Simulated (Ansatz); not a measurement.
Computed with frozen-core CCSD(T)/def2-TZVPP // BP86-D3(BJ)/def2-SVP (Ansatz, a program for electronic structure).

Ansatz 0.2 input:
```yaml
crystal:
  periodic: [false, false, false]
  atoms:
    - { symbol: Sc, position_ang: [0.001395, -0.000704, 0.000571] }
    - { symbol: Br, position_ang: [-0.074403, 0.4794, -2.374595] }
    - { symbol: Br, position_ang: [-1.344577, 1.294419, 1.545079] }
    - { symbol: Br, position_ang: [1.4253, -1.77528, 0.836297] }
basis:
  gaussian: { orbitals: def2-TZVPP }
correlation:
  method: ccsd_t
```

Output:

```
Functional definition: HF
1414 factors; integrals over basis functions are off by at most 1.0e-3 eV
mean field evaluation 1: about -230676.5741 eV, gradient 2.4e1 eV
mean field evaluation 2: about -230676.6939 eV, gradient 2.4e1 eV
mean field evaluation 4: about -230678.8517 eV, gradient 1.8e0 eV
mean field evaluation 8: about -230678.8924 eV, gradient 1.4e-1 eV
mean field evaluation 16: about -230677.8050 eV, gradient 2.0e1 eV
mean field -230678.89258936 eV, -8477.2929428898 hartree, gradient 8.2e-6 eV, S^2 0.000000; 0 other end points of the search recorded, 0 dependent functions left out
32 core orbitals not correlated
reference -230678.89258936 eV, -8477.2929428898 hartree; 31, 31 occupied and 145, 145 virtual orbitals, 1414 factors
second order -30.06340691 eV of doubles, -0.00000000 eV of singles
cycle   1  -29.87744689 eV  change    1.9e-1 eV  update   1.5e-1
cycle   2  -30.47219271 eV  change   -5.9e-1 eV  update   6.6e-2
cycle   3  -30.68546467 eV  change   -2.1e-1 eV  update   3.1e-2
cycle   4  -30.66031621 eV  change    2.5e-2 eV  update   1.1e-2
cycle   5  -30.65103539 eV  change    9.3e-3 eV  update   4.4e-3
cycle   6  -30.65347675 eV  change   -2.4e-3 eV  update   1.3e-3
cycle   7  -30.65327764 eV  change    2.0e-4 eV  update   5.2e-4
cycle   8  -30.65310508 eV  change    1.7e-4 eV  update   1.9e-4
cycle   9  -30.65326939 eV  change   -1.6e-4 eV  update   9.4e-5
cycle  10  -30.65326849 eV  change    9.0e-7 eV  update   2.8e-5
perturbative correction -1.15971776 eV, -0.0426188416 hartree
Total energy: -230710.70557561 eV, -8478.4620485709 hartree
```

Cost: around 10 core-minutes (rough).
